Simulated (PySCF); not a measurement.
C4H10BN.

```xyz
16

C      2.3022    -0.5976     0.0178
B      0.7783    -0.2084     0.0312
C     -0.4535    -1.0390     0.6055
C     -1.6593    -0.3009     0.0040
C     -1.1864     1.1376    -0.2373
N      0.2454     0.9996    -0.4381
H      2.4572    -1.5193    -0.5682
H      2.9625     0.1811    -0.3939
H      2.6465    -0.8312     1.0396
H     -0.4501    -2.1174     0.3845
H     -0.4383    -0.9530     1.7093
H     -2.5700    -0.3356     0.6220
H     -1.9139    -0.7569    -0.9671
H     -1.4051     1.7820     0.6372
H     -1.6844     1.6022    -1.1055
H      0.7677     1.7926    -0.7879
```
Charge 0, spin multiplicity 1.

The structure is a stationary point at PBE0-D3(BJ)/def2-SVP. One conformer was computed; it need not be the lowest.

Calculation: KT2/pcSseg-1 in PySCF. Non-relativistic, no solvent.

Computed absolute GIAO shielding of each atom: isotropic value and principal components (ppm):
```tsv
atom	σ(iso)	σ11	σ22	σ33	span
C1	183.3	170.3	187.3	192.5	22.2
B2	58.0	23.6	47.7	102.8	79.2
C3	162.7	153.2	158.6	176.3	23.1
C4	154.2	130.6	163.0	169.0	38.3
C5	131.4	104.4	128.7	160.9	56.6
N6	132.1	44.7	160.6	191.0	146.2
H7	30.7	26.9	28.6	36.7	9.9
H8	30.9	26.5	29.3	36.9	10.3
H9	30.8	26.9	28.7	36.8	9.9
H10	30.1	26.0	28.7	35.6	9.6
H11	30.5	26.2	28.7	36.5	10.3
H12	29.3	25.0	27.2	35.6	10.6
H13	29.6	24.5	28.0	36.2	11.7
H14	27.8	23.2	26.4	34.0	10.9
H15	27.9	23.6	26.4	33.7	10.1
H16	27.2	21.9	26.0	33.9	12.0
```
